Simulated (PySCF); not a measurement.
SiCl₂, SMILES Cl[Si]Cl (connectivity only; charge and spin as stated), neutral, multiplicity 1.

The structure is a stationary point at PBE0-D3(BJ)/def2-TZVP. The isomer is the one that the SMILES or the coordinates give; other isomers of the formula were not compared.

Calculation: ωB97X/def2-TZVPD in PySCF.

Gas-phase values at a fixed geometry.

| Item | Value |
|---|---|
| total energy | -1209.98301 hartree |
| point group | C2v |
| highest occupied level | -10.02 eV |
| lowest empty level | -0.83 eV |
| orbital gap | 9.19 eV |
| dipole moment | 0.191 e·Å |
| quadrupole, principal values (traceless, Buckingham form, about the centre of nuclear charge) | -2.75, -0.47, 3.21 D·Å |
| mean static polarisability | 57.9 bohr³ (8.57 Å³) |
| polarisability, principal values | 46.1, 57.1, 70.4 bohr³ |
